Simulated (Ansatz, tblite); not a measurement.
Adding an electron: the cluster Ag₂I⁺ (the lowest singlet isomer of a short search). The state is a singlet with charge 1. Geometry: PBE-D4/def2-TZVP. Ansatz, gas phase; energy differences of separate SCF runs; the reduced species was run as a doublet alone.

```xyz
3

Ag   -1.7456   -0.4847   -0.9693
Ag    1.4719   -0.5987    1.3026
I     0.2737    1.0833   -0.3333
```

In the def2 sets Ag, I take a core potential; there is no spin–orbit coupling. The xTB rows come from tblite. The structure comes from a short search, and lower isomers may exist.

```
              level  −HOMO (eV)  −LUMO (eV)  vertical EA (eV)  HOMO–LUMO gap (eV)
           GFN1-xTB       17.02       14.12             10.61                2.90
           GFN2-xTB       16.17       11.98              9.52                4.18
   PBE-D4/def2-TZVP       10.95        8.36              6.16                2.59
r2SCAN-D4/def2-TZVP       11.08        8.02              6.02                3.06
  PBE0-D4/def2-TZVP       11.89        7.35              5.81                4.55
```

 Raw xTB energy differences between charge states are shifted by several eV; the methods need an empirical correction for them.
